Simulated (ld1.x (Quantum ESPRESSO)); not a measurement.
## Rb (Z = 37), TM: configuration errors across variants

* Element: Rb
* Generator: ld1.x (Quantum ESPRESSO) 7.5
* Type: norm-conserving Troullier–Martins (Kleinman–Bylander form)
* Functional: PBEsol
* Relativity: scalar-relativistic
* Frozen core: [Ar] 3d10
* Valence charge: 9
* Reference configuration: 4s2 4p6 5s1 5p0
* Partial waves: 4s (bound): rc 1.70 bohr; 4p (bound): rc 1.45 bohr; 4d channel at 0.35 Ry: rc 1.55 bohr
* Local potential: the d channel
* Core correction: none

Occupied shells without a wave of their own: 5s. They enter only through the test configuration that unscreens the potential.

All-electron excitation energies from the reference (eV): (1) 4s2 4p6 5s0 5p0 4.069; (2) 4s2 4p6 5s0.5 5p0 1.561; (3) 4s2 4p6 5s0 5p1 1.492; (4) 4s2 4p5 5s1 5p0 21.149; (5) 4s1 4p6 5s1 5p0 37.739.

Tests that are not counted but printed errors over 1 eV. “wave 4s (bound): rc 1.70 bohr becomes 4s (bound): rc 2.54 bohr”: 4s2 4p6 5s0 5p1 (an occupied level unbound or not found, printed error -2.7 eV).

Errors AE − PS in meV (a dash: test not solved or not reliable):

| change | (1) | (2) | (3) | (4) | (5) | bound ghosts |
| --- | --- | --- | --- | --- | --- | --- |
| base | +25 | +9.6 | +15 | -14 | -31 | none |
| wave 4s (bound): rc 1.70 bohr becomes 4s (bound): rc 1.06 bohr | +33 | +12 | +20 | -18 | -19 | none |
| wave 4s (bound): rc 1.70 bohr becomes 4s (bound): rc 1.28 bohr | +34 | +13 | +20 | -19 | -24 | none |
| wave 4s (bound): rc 1.70 bohr becomes 4s (bound): rc 1.48 bohr | +33 | +13 | +20 | -19 | -25 | none |
| wave 4s (bound): rc 1.70 bohr becomes 4s (bound): rc 1.66 bohr | +28 | +11 | +16 | -16 | -29 | none |
| wave 4s (bound): rc 1.70 bohr becomes 4s (bound): rc 1.82 bohr | +19 | +7.2 | +11 | -11 | -35 | none |
| wave 4s (bound): rc 1.70 bohr becomes 4s (bound): rc 2.18 bohr | -45 | -17 | -31 | +15 | -67 | none |
| wave 4s (bound): rc 1.70 bohr becomes 4s (bound): rc 2.38 bohr | -90 | -34 | -61 | +33 | -80 | none |
| wave 4s (bound): rc 1.70 bohr becomes 4s (bound): rc 2.54 bohr | -147 | -55 | – | +54 | -87 | none |

(1) Give the same row for: wave 4s (bound): rc 1.70 bohr becomes 4s (bound): rc 2.04 bohr.

## Answers

(1) -12, -4.6, -9.8, +2.2, -54; bound ghosts: none.
